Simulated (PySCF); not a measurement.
Compound: F3NS.
Bonds: N1–S2 (triple), S2–F3, S2–F4, S2–F5.

Method used: PBE0-D3(BJ)/def2-SVP geometry optimisation, gas phase in PySCF 2.14.0.

Question: What internal coordinates does the optimisation give?

Answer: 
| bond | length (Å) | order |
| --- | --- | --- |
| N1≡S2 | 1.422 | triple |
| S2–F3, S2–F4, S2–F5 | 1.591 | single |

Bonds in one row agree within 0.01 Å and their mean is given. Orders are formal, as drawn. A selection of angles:
| angle | degrees |
| --- | --- |
| N1–S2–F3 | 123.1 |
| F3–S2–F4 | 92.9 |

S2 (sulfur bonded to 3 F and N) has angles from 92.9° to 123.3°. All 3 F–S bonds measure 1.591 Å.

Point group: C3v (tolerance 0.08 Å). No PBE0-D3(BJ)/def2-SVP frequencies stand behind this structure, so it isn't proved a minimum.

---

Species: F2OSe.
Numbering: `[O:1]=[Se:2]([F:3])[F:4]`

Method used: PBE0-D3(BJ)/def2-SVP geometry optimisation, gas phase in PySCF.

(1) What internal coordinates does the optimisation give?

Results:

(1) 
```tsv
bond	length (Å)	order
O1=Se2	1.579	double
Se2–F3, Se2–F4	1.749	single
```

Bonds in one row agree within 0.01 Å and their mean is given. Orders are formal, as drawn. A selection of angles:
```tsv
angle	degrees
O1–Se2–F3	105.2
F3–Se2–F4	91.8
```

Se2 (selenium bonded to 2 F and O) is pyramidal (angles 105.2°, 105.2° and 91.8°, sum 302.2°, 0.76 Å off the plane of its three neighbours).

Point group: Cs (tolerance 0.08 Å). Not checked by PBE0-D3(BJ)/def2-SVP frequencies.

---

Allene, C3H4.
SMILES with atom numbers: `[CH2:1]=[C:2]=[CH2:3]` (hydrogens: H4, H5 on C1; H6, H7 on C3)

The geometry is computed with GFN2-xTB (gas phase).

Question: What internal coordinates does the optimisation give?

Answer: 
```json
{"bond": "C1=C2, C2=C3", "length (Å)": "1.294"}
{"bond": "C1–H4 and 3 like bonds", "length (Å)": "1.078"}
```

Bonds in one row agree within 0.01 Å and their mean is given. A selection of angles:
```json
{"angle": "C2–C1–H4", "degrees": "121.7"}
{"angle": "H4–C1–H5", "degrees": "116.5"}
{"angle": "C1–C2–C3", "degrees": "179.9"}
{"angle": "H6–C3–H7", "degrees": "116.5"}
```

Point group: D2d (every atom within 0.08 Å of its image). Stationary, but not proved a minimum.
